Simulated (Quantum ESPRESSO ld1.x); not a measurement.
The numbers below are computed, except where a source is named.
Problem. Coherent X-ray form factor from a spherical all-electron density. Level of theory: Dirac Kohn-Sham, relativistic LDA (MacDonald-Vosko exchange, VWN5 correlation), spin-unpolarised, spherical densities, point nucleus (ld1.x of Quantum ESPRESSO 7.5).

| sin(theta)/lambda (1/angstrom) | f0 (electrons) |
|---|---|
| 0.05 | 22.922 |
| 0.1 | 22.689 |
| 0.15 | 22.309 |
| 0.2 | 21.795 |
| 0.25 | 21.160 |
| 0.3 | 20.423 |
| 0.4 | 18.725 |
| 0.5 | 16.867 |
| 0.6 | 15.001 |
| 0.8 | 11.683 |
| 1 | 9.244 |
| 1.25 | 7.356 |
| 1.5 | 6.283 |
| 2 | 4.978 |

The species is in the configuration that NIST lists as its ground one. Which atom or ion scatters so?

Solution. The bromine ion Br12+, [Ar] 3d5. Extrapolating in s^2 from the first two rows gives f0(0) = 23.0, near the electron count 23; among species with that count, the fall with angle is slower the higher Z, and the table is that of Z = 35; from so few rows the species is fixed only to a neighbour or two.
